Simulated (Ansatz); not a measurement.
Single points on Na₆P⁻.

```yaml
crystal:
  periodic: [false, false, false]
  atoms:
    - {symbol: P, position_ang: [-0.003138, 0.003977, 0.005128]}
    - {symbol: Na, position_ang: [1.103058, -2.498375, 0.072568]}
    - {symbol: Na, position_ang: [0.012647, -0.595548, 2.675277]}
    - {symbol: Na, position_ang: [-0.014850, 0.577311, -2.671689]}
    - {symbol: Na, position_ang: [2.181624, 1.629649, -0.286294]}
    - {symbol: Na, position_ang: [-1.095959, 2.510428, -0.090711]}
    - {symbol: Na, position_ang: [-2.183382, -1.627444, 0.295720]}
basis:
  gaussian: {orbitals: def2-TZVPD, initial_orbitals: start.molden}
total_charge: -1
correlation: {method: mp2}
scf: {omitted_lower_state_checks: [starts]}
output: {orbitals: {seedname: orbitals}}
```

The file start.molden holds the orbitals of an earlier run on this structure, at another level or in another basis.

```sh
$ ansatz run in.yaml --threads 4 --pin off --events-out ev --progress --plain --max-ram 4787MiB
```

Shortened log:

```
Functional definition: HF
2133 factors; integrals over basis functions are off by at most 7.8e-4 eV
mean field evaluation 1: about -35698.6824 eV, gradient 3.1e1 eV
mean field evaluation 2: about -35699.2802 eV, gradient 1.1e0 eV
mean field evaluation 4: about -35699.3454 eV, gradient 6.6e-2 eV
mean field evaluation 8: about -35699.3466 eV, gradient 1.9e-6 eV
mean field -35699.34656878 eV, -1311.9267885163 hartree, gradient 2.2e-6 eV, S^2 0.000000; 0 other end points of the search recorded, 0 dependent functions left out; unrestricted orbitals would lower it
mean field evaluation 16: about -35699.7912 eV, gradient 1.1e0 eV
11 core orbitals not correlated: weight in the atoms' cores, before any rotation towards them, 1.000 or more for the frozen orbitals, at most 0.000 for the correlated occupied ones
reference -35699.34656878 eV, -1311.9267885163 hartree; 30, 30 occupied and 212, 212 virtual orbitals, 2133 factors
second order -33.92962631 eV of doubles, -0.00000000 eV of singles
Total energy: -35733.27619509 eV, -1313.1736792849 hartree
Checks for a lower state left out: starts
```

Hardware: 4 threads of Intel Xeon Platinum 8488C on a shared host. Wall time 16 s, peak host memory 1 GiB.

As the first input, with `hamiltonian: {xc: {name: r2SCANh}, dispersion: d4}` and without the key `correlation` (abridged; 12 s):

```
Functional definition: r2SCANh
mean field -35782.73820712 eV, -1314.9913747006 hartree, gradient 2.3e-5 eV, S^2 0.000000
Total energy: -35782.79295714 eV, -1314.9933867268 hartree
Checks for a lower state left out: starts
```

Geometry: PBE-D4/def2-SVPD.

Correlated methods freeze 11 core orbitals; core or outer-core shells of Na are correlated, in sets that lack core-valence functions. At MP2/def2-TZVPD the restricted singlet (for correlated methods, its reference) is unstable: a solution with broken spin symmetry lies lower. The restricted singlet is unstable towards broken spin symmetry at other levels; at r2SCANh-D4/def2-TZVPD this wasn't settled. At r2SCANh-D4/def2-TZVPD the highest occupied level of the charge -1 singlet lies above zero (up to 0.26 eV). The electron is either unbound and held by the finite basis, or the level is raised by self-interaction error. The geometry of the singlet was relaxed on an unsound state (restricted singlet, unstable towards broken spin symmetry at other levels and untested here). Another isomer (singlet) lies 0.07 eV lower at PBE0-D4/def2-TZVPD; other spin states weren't run for this one.
